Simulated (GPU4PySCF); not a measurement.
C13H10. Atoms are numbered in the order given.

```xyz
23

C      3.4472     0.0000    -0.1138
C      3.0035     0.0000     1.2072
C      1.6437     0.0000     1.4984
C      0.7322     0.0000     0.4482
C      1.1806     0.0000    -0.8838
C      2.5351     0.0000    -1.1678
C      0.0000     0.0000    -1.8258
C     -1.1806     0.0000    -0.8838
C     -2.5351     0.0000    -1.1678
C     -3.4472     0.0000    -0.1138
C     -3.0035     0.0000     1.2072
C     -1.6437     0.0000     1.4984
C     -0.7322     0.0000     0.4482
H      4.5092     0.0000    -0.3222
H      3.7253     0.0000     2.0137
H      1.3050     0.0000     2.5267
H      2.8868     0.0000    -2.1925
H      0.0000    -0.8779    -2.4789
H      0.0000     0.8779    -2.4789
H     -2.8868     0.0000    -2.1925
H     -4.5092     0.0000    -0.3222
H     -3.7253     0.0000     2.0137
H     -1.3050     0.0000     2.5267
```
Charge 0, spin multiplicity 1.

Geometry: B3LYP-D3(BJ)/def2-TZVP. Other conformers were not sampled.

Calculation: PBE/def2-TZVPD (GPU4PySCF).

The molecule is in vacuum.

Computed frontier levels, gap, dipole moment and polarisability:
The highest occupied level is -5.46 eV, the lowest empty level comes out as -1.80 eV and the orbital gap is 3.66 eV. The dipole moment comes out as 0.58 D. The quadrupole, principal values (traceless, Buckingham form, about the centre of nuclear charge) comes out as -12.01, 3.90, 8.11 D·Å. The mean static polarisability is 158.0 bohr³ (23.41 Å³). The polarisability, principal values is 82.6, 158.6, 232.7 bohr³.
